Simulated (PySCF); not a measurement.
Si(H)(Me)(Vi)2, SMILES C([SiH](C=C)C)=C (C5H10Si), GFN2-xTB optimised geometry.

```
16

Si    -1.01    -0.80     0.00
C     -1.64     1.00     0.00
C      0.88    -0.80     0.00
C      1.64    -1.55    -0.77
C     -1.63    -1.65     1.57
C     -0.88    -2.38     2.38
H     -1.52    -1.51    -1.18
H     -1.26     1.55     0.86
H     -2.72     1.03     0.04
H     -1.32     1.53    -0.89
H      1.37    -0.13     0.70
H      2.72    -1.53    -0.74
H      1.21    -2.24    -1.49
H     -2.68    -1.53     1.81
H     -1.27    -2.86     3.26
H      0.17    -2.54     2.18
```

Density from PBE0/def2-TZVP in PySCF at that geometry.

Minimum of the electron density along straight lines between bonded atoms, close to the bond critical point (lines longer than 1.1 times the sum of covalent radii, or with two minima, are not listed):

```
bond    length / Å  ρ at the minimum / e bohr⁻³  ∇²ρ there / e bohr⁻⁵  position (fraction from the first atom)
------  ----------  ---------------------------  --------------------  ---------------------------------------
Si1–C2       1.904                        0.116                  0.15                                     0.39
Si1–C3       1.887                        0.118                  0.19                                     0.39
C3–C4        1.323                        0.356                 -1.10                                     0.49
Si1–C5       1.891                        0.117                  0.20                                     0.39
C5–C6        1.324                        0.355                 -1.10                                     0.50
Si1–H7       1.474                        0.123                  0.18                                     0.49
C2–H8        1.087                        0.274                 -0.92                                     0.64
C2–H9        1.086                        0.274                 -0.92                                     0.64
C2–H10       1.086                        0.275                 -0.92                                     0.64
C3–H11       1.085                        0.281                 -0.98                                     0.64
C4–H12       1.080                        0.287                 -1.02                                     0.64
C4–H13       1.078                        0.289                 -1.04                                     0.64
C5–H14       1.084                        0.281                 -0.98                                     0.64
C6–H15       1.080                        0.287                 -1.02                                     0.64
C6–H16       1.079                        0.288                 -1.04                                     0.65
```
